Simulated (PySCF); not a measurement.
C₄H₁₁NSi, SMILES C/C(=C/[SiH3])CN. Geometry: B3LYP-D3(BJ)/def2-SVP. The structure was generated by enumeration; whether it is a known compound was not checked. One conformer was computed; it need not be the lowest.

Calculation: PySCF 2.14.0 with B3LYP-D3(BJ)/def2-SVP.

Harmonic wavenumbers (cm⁻¹): 94, 149, 162, 198, 273, 327, 362, 403, 447, 541, 642, 665, 781, 808, 825, 877, 921, 955, 990, 1011, 1020, 1048, 1107, 1146, 1167, 1302, 1329, 1393, 1410, 1452, 1453, 1467, 1624, 1701, 2139, 2200, 2209, 2957, 3009, 3030, 3067, 3124, 3132, 3515, 3600. Rotational constants (GHz): 4.006, 2.013, 1.407; symmetry number 1.

### Question
Work out the zero-point energy and the ideal-gas rigid-rotor harmonic-oscillator thermochemistry at 298.15 K and 1 atm.

### Answer
ZPE = ½ Σ hcν = ½ × 62033 cm⁻¹ = 88.68 kcal/mol. H − E(el) = 94.47 kcal/mol. Entropy in cal/(mol K): translation 39.75, rotation 27.74, vibration 19.61, total 87.10. G − E(el) = 68.50 kcal/mol. Cp = 32.67 cal/(mol K). Modes under 150 cm⁻¹ make the vibrational entropy uncertain.
